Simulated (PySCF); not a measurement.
A structure optimised at PBE0-D3(BJ)/def2-SVP (Å):
```
Cl
B   1  1.7643
C   2  1.5335  1  120.30
C   3  1.5277  2  119.88  1    33.26
C   4  1.4738  3   61.18  2  -108.37
H   2  1.2059  1  116.01  3   179.98
H   3  1.0942  2  116.57  1   179.59
H   4  1.0929  3  116.24  5  -110.14
H   4  1.0934  3  116.78  5   108.97
H   5  1.0929  3  116.20  4   110.13
H   5  1.0934  3  116.84  4  -109.00
```
Z-matrix in Å and degrees, rows numbered from 1.

Neutral, closed shell.

Task: Which heavy atoms are bonded, and with what formal order?

Result: Cl1–B2 (single); B2–C3 (single); C3–C4 (single); C4–C5 (single); C3–C5 (single). Hydrogens: H6 on B2; H7 on C3; H8, H9 on C4; H10, H11 on C5.

Task: Write the SMILES.

Result: `ClBC1CC1`, C3H6BCl. Among its features: three-coordinate boron and cyclopropane ring.

Task: Name the point group.

Result: Cs (every atom within 0.08 Å of its image).

Task: Which rings does it hold (smallest set)?

Result: C3–C4–C5 (3 members).

Task: Classify the heavy atoms.

Result: Cl1: chlorine bonded to B; B2: three-coordinate boron; C3: sp3 carbon bound to boron; C4/C5: three-membered-ring carbon.

Task: What is the arrangement about C4?

Result: It has 4 neighbours (C3, C5, H8, H9) and has angles from 61.2° to 118.9°.

Task: What is the arrangement about C3?

Result: It has 4 neighbours (B2, C4, C5, H7) and has angles from 57.7° to 119.9°.

These are computed values.
